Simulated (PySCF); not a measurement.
AlP (SMILES [Al]=[P]), triplet, geometry from GFN2-xTB (such geometries of metal compounds can be far from the true shape).

Here is a job for PySCF.
```python
from pyscf import gto, scf, dft

mol = gto.Mole()
mol.atom = '''
    Al   -0.00000000   -0.00000000   -1.17855553
    P     0.00000000    0.00000000    1.02141479
'''
mol.basis = '6-31g'
mol.spin = 2
mol.verbose = 4
mol.build()

mf = dft.UKS(mol)
mf.xc = 'wb97x'
mf.kernel()
mf.analyze()
```

Q: Estimate the dipole moment that WB97X/6-31G in PySCF returns for this input.

A: 2.91 D

Q: Predict the <S^2> from WB97X/6-31G.

A: 2.019

These values belong to the state on which the SCF converged, which isn't shown to be the lowest.
